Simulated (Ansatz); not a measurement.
Sn5⁻. Total charge -1; doublet. Geometry relaxed at PBE-D4/def2-SVPD.

Cartesian coordinates in Å:
```
Sn -0.285 1.504 -0.750
Sn -2.343 -0.238 0.243
Sn 0.082 -1.552 -1.042
Sn 0.229 -0.086 1.851
Sn 2.318 0.371 -0.303
```

In the def2 sets Sn takes a core potential; there is no spin–orbit coupling. The structure comes from a short search, and lower isomers may exist.

(1) Estimate the harmonic wavenumbers at UKS PBE-D4/def2-SVPD (Ansatz, unscaled). Is this a minimum?

Results:

(1) 30, 67, 87, 95, 105, 113, 123, 172, 176 cm⁻¹. Yes, no mode is imaginary beyond noise. Zero-point energy 5.8 kJ/mol. It took 2.6 min on 4 threads of Intel Xeon on a shared host.
